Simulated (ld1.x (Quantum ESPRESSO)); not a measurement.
**erbium (Er): PAW pseudisation with PBE, scalar-relativistic reference atom.**

Input for ld1.x (Quantum ESPRESSO) 7.5:

```
&input
   title='Er', zed=68., rel=1, dft='PBE', iswitch=3,
   config='[Xe] 4f11.5 5d0.5 6s2 6p0',
   nld=4, rlderiv=2.75, eminld=-14.0, emaxld=5.0, deld=0.04
 /
 &inputp
   pseudotype=3, lpaw=.true., tm=.true., lloc=-1, rcloc=0.85,
   nlcc=.true., new_core_ps=.true.,
   which_augfun='BESSEL', rmatch_augfun=0.55,
   file_pseudopw='Er.UPF', file_wfcaegen='ae.wfc', file_wfcncgen='nc.wfc', file_beta='beta', file_chi='chi', file_wfcusgen='us.wfc'
 /
8
5S  1  0   2.00   0.00  2.30  2.55  0.0
6S  2  0   2.00   0.00  2.30  2.55  0.0
5P  2  1   6.00   0.00  1.95  2.25  0.0
6P  3  1   0.00   0.00  1.95  2.25  0.0
4D  3  2  10.00   0.00  0.80  0.85  0.0
5D  4  2   0.50   0.00  0.80  0.85  0.0
4F  4  3  11.50   0.00  0.70  0.75  0.0
4F  4  3   0.00   0.50  0.70  0.75  0.0
 &test
   configts(1)='4d10 4f11.5 5s2 5p6 5d0.5 6s2 6p0'
 /
```

Command:

```bash
ld1.x < Er.in > Er.out
```

Resulting log (shortened: banner, matrices, multipoles, cross overlaps and the repeated all-electron block are left out):

```
Program LD1 v.7.5
     --------------------------- All-electron run ----------------------------

     Er
     scalar relativistic calculation

     atomic number is 68.00
     dft =PBE   lsd =0 sic =0 latt =0  beta=0.20 tr2=1.0E-14
     Exchange-correlation= PBE
                           (   1   4   3   4   0   0   0)
     mesh =1267 r(mesh) = 100.03222 a.u. xmin = -7.00 dx = 0.01250
     1 Ry =  13.60569312 eV, c = 137.03599908

     n l     nl                  e(Ry)          e(Ha)          e(eV)
     1 0     1S 1( 2.00)     -4217.3790     -2108.6895    -57380.3651
     2 0     2S 1( 2.00)      -708.7119      -354.3560     -9642.5171
     2 1     2P 1( 6.00)      -626.7958      -313.3979     -8527.9914
     3 0     3S 1( 2.00)      -159.0182       -79.5091     -2163.5534
     3 1     3P 1( 6.00)      -134.1050       -67.0525     -1824.5919
     4 0     4S 1( 2.00)       -31.5838       -15.7919      -429.7189
     4 1     4P 1( 6.00)       -23.3880       -11.6940      -318.2105
     3 2     3D 1(10.00)      -102.9431       -51.4716     -1400.6129
     5 0     5S 1( 2.00)        -3.9688        -1.9844       -53.9978
     5 1     5P 1( 6.00)        -2.0684        -1.0342       -28.1424
     4 2     4D 1(10.00)       -12.4143        -6.2072      -168.9054
     4 3     4F 1(11.50)        -0.4591        -0.2295        -6.2463
     5 2     5D 1( 0.50)        -0.1123        -0.0561        -1.5273
     6 0     6S 1( 2.00)        -0.3069        -0.1535        -4.1757
     6 1     6P 1( 0.00)        -0.0933        -0.0467        -1.2694

     final scf error:  6.1E-15 reached in  27 iterations

     Etot =  -26172.617411 Ry,  -13086.308706 Ha, -356096.600721 eV

     Ekin =   28379.616733 Ry,   14189.808367 Ha,  386124.356224 eV
     Encl =  -64221.684883 Ry,  -32110.842442 Ha, -873780.536364 eV
     Eh   =   10224.341104 Ry,    5112.170552 Ha,  139109.247447 eV
     Exc  =    -554.890365 Ry,    -277.445183 Ha,   -7549.668028 eV

     normalization and overlap integrals

     s(1S/1S) =  1.000000  <r> =   0.0204  <r2> =    0.0006  r(max) =   0.0128
     s(2S/2S) =  1.000000  <r> =   0.0865  <r2> =    0.0088  r(max) =   0.0728
     s(2P/2P) =  1.000000  <r> =   0.0767  <r2> =    0.0072  r(max) =   0.0596
     s(3S/3S) =  1.000000  <r> =   0.2253  <r2> =    0.0580  r(max) =   0.2081
     s(3P/3P) =  1.000000  <r> =   0.2245  <r2> =    0.0584  r(max) =   0.2030
     s(4S/4S) =  1.000000  <r> =   0.5079  <r2> =    0.2912  r(max) =   0.4750
     s(4P/4P) =  1.000000  <r> =   0.5387  <r2> =    0.3302  r(max) =   0.4931
     s(3D/3D) =  1.000000  <r> =   0.2038  <r2> =    0.0487  r(max) =   0.1662
     s(5S/5S) =  1.000000  <r> =   1.2446  <r2> =    1.7452  r(max) =   1.1113
     s(5P/5P) =  1.000000  <r> =   1.4786  <r2> =    2.4934  r(max) =   1.2751
     s(4D/4D) =  1.000000  <r> =   0.5829  <r2> =    0.3945  r(max) =   0.5120
     s(4F/4F) =  1.000000  <r> =   0.8012  <r2> =    0.8719  r(max) =   0.5056
     s(5D/5D) =  1.000000  <r> =   3.1741  <r2> =   12.9925  r(max) =   1.9748
     s(6S/6S) =  1.000000  <r> =   3.8888  <r2> =   17.2541  r(max) =   3.2969
     s(6P/6P) =  1.000000  <r> =   5.6658  <r2> =   37.2695  r(max) =   4.5631

     ------------------------ End of All-electron run ------------------------

     --------------------- Generating PAW atomic setup --------------------

      Generating local potential from pseudized AE potential:
      Matching radius rcloc =   0.8500

      Local pseudo, rcloc= 0.844 Estimated cut-off energy=    34.83 Ry

      Computing core charge for nlcc:

       r > 0.33 : true rho core
      Core charge pseudized with two Bessel functions
      Integrated core pseudo-charge :  26.50
      Wfc-us  5S rcutus= 2.536  Estimated cut-off energy=     9.06 Ry
      Wfc-us  6S rcutus= 2.536  Estimated cut-off energy=    18.46 Ry
      Wfc-us  5P rcutus= 2.238  Estimated cut-off energy=    16.88 Ry
      Wfc-us  6P rcutus= 2.238  Estimated cut-off energy=    30.71 Ry
      Wfc-us  4D rcutus= 0.844  Estimated cut-off energy=   168.57 Ry
      Wfc-us  5D rcutus= 0.844  Estimated cut-off energy=   284.89 Ry
      Wfc-us  4F rcutus= 0.745  Estimated cut-off energy=   280.15 Ry
      Wfc-us  4F rcutus= 0.745  Estimated cut-off energy=   283.88 Ry

     Required augmentation: BESSEL   radius:    0.550000
     Suggested rho cutoff for augmentation: 507.68 Ry

     Estimated PAW energy =-1561.018682 Ryd

     ------------------- End of pseudopotential generation -------------------

     Computing logarithmic derivative in   2.75044
     Computing logarithmic derivative in   2.75044
     Computing the partial wave expansion
     R is outside the sphere for l=    0 j= 0.00
     R is outside the sphere for l=    0 j= 0.00
     R is outside the sphere for l=    1 j= 0.00
     R is outside the sphere for l=    1 j= 0.00
     R is outside the sphere for l=    2 j= 0.00
     R is outside the sphere for l=    2 j= 0.00
     R is outside the sphere for l=    3 j= 0.00
     R is outside the sphere for l=    3 j= 0.00

     ---------------------- Testing the pseudopotential ----------------------

     Er
     scalar relativistic calculation

     atomic number is 68.00   valence charge is 32.00
     dft = SLA  PW   PBX  PBC   lsd =0 sic =0 latt =0  beta=0.20 tr2=1.0E-14
     mesh =1267 r(mesh) = 100.03222 xmin = -7.00 dx = 0.01250

     n l     nl             e AE (Ry)        e PS (Ry)    De AE-PS (Ry)
     3 2     4D   1(10.00)      -12.41432      -12.41445        0.00014
     4 3     4F   1(11.50)       -0.45910       -0.45906       -0.00004
     1 0     5S   1( 2.00)       -3.96876       -3.96891        0.00014
     2 1     5P   1( 6.00)       -2.06843       -2.06851        0.00009
     4 2     5D   1( 0.50)       -0.11225       -0.11220       -0.00005
     2 0     6S   1( 2.00)       -0.30691       -0.30693        0.00002
     3 1     6P   1( 0.00)       -0.09330       -0.09331        0.00001

     eps = 9.2E-15  iter = 15

     Etot =  -26172.617411 Ry,  -13086.308706 Ha, -356096.600721 eV
     Etotps = -1561.017731 Ry,    -780.508865 Ha,  -21238.728207 eV

     Ekin =    1541.386396 Ry,     770.693198 Ha,   20971.630284 eV
     Encl =   -3522.541686 Ry,   -1761.270843 Ha,  -47926.621196 eV
     Ehrt =     975.027884 Ry,     487.513942 Ha,   13265.930179 eV
     Ecxc =    -554.890325 Ry,    -277.445162 Ha,   -7549.667473 eV
     (Ecc =    -183.717909 Ry,     -91.858955 Ha,   -2499.609496 eV)

     ---------------------- End of pseudopotential test ----------------------
```

The ghost test of this file was not conclusive. Its overlap operator is not positive definite in a basis up to 400 Ry (lowest eigenvalue s -0.41, p -0.46), so the file is unfit for use: the generalised eigenproblem breaks down once the basis is large enough, and its test numbers describe a broken file.

Generation and configuration tests took about 2.7 s on one core of a shared server CPU.
